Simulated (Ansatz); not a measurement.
Geometry optimisation, Ansatz, UHF/def2-SVP.

Input file:

```yaml
crystal:
  periodic: [false, false, false]
  atoms:
    - { symbol: H, position_ang: [-0.648256, -0.522658, -0.624265] }
    - { symbol: Sn, position_ang: [0.83126, 1.74684, 0.678615] }
    - { symbol: C, position_ang: [-0.859763, -1.539158, -0.32458] }
    - { symbol: F, position_ang: [-0.232103, -1.792201, 0.852517] }
    - { symbol: H, position_ang: [2.06139, 0.698855, 0.110993] }
    - { symbol: H, position_ang: [-0.252982, 2.07811, -0.613037] }
    - { symbol: H, position_ang: [1.530048, 3.226473, 1.197688] }
    - { symbol: H, position_ang: [-1.933332, -1.665957, -0.194434] }
    - { symbol: H, position_ang: [-0.496061, -2.230203, -1.083397] }
magnetization:
  spin_polarized: true
  initial_magnetization: 1
basis:
  gaussian: { orbitals: def2-SVP }
hamiltonian:
  xc: hf
relax:
  f_tol: 0.03
  max_steps: 50
output:
  orbitals: {}
```

Command:

```bash
$ ansatz run input.yaml --threads 2 --pin off --max-ram 3072MiB --backend cpu --events-out ev --progress --plain --runs-dir out
```

Where does it end, and by what steps?

It converged. After 8 steps the energy has fallen by 0.105 eV; H1 moved furthest, 0.87 Å.

```
step  energy less start (eV)  largest force component (eV/Å)  accepted
   0                  0.0000                           0.324       yes
   1                 -0.0438                           0.214       yes
   2                 -0.0601                           0.403       yes
   3                 -0.0813                           0.278       yes
   4                 -0.0861                           0.505       yes
   5                 -0.0917                           0.423       yes
   6                 -0.1031                           0.114       yes
   7                 -0.1048                           0.037       yes
   8                 -0.1051                           0.006       yes
```

```xyz
9
Properties=species:S:1:pos:R:3
H -1.171 -0.906 -1.212
Sn 1.096 1.929 0.914
C -1.023 -1.690 -0.471
F -0.307 -1.191 0.572
H 2.340 0.911 0.317
H -0.196 1.988 -0.213
H 1.722 3.518 1.116
H -1.987 -2.040 -0.107
H -0.474 -2.518 -0.916
```

Whether the end is a true minimum wasn't checked by a vibrational analysis.

Time of the run: 12 s on 2 threads of Intel(R) Xeon(R) CPU @ 2.60GHz (Ice Lake), on a shared host, peak memory 0.24 GiB.
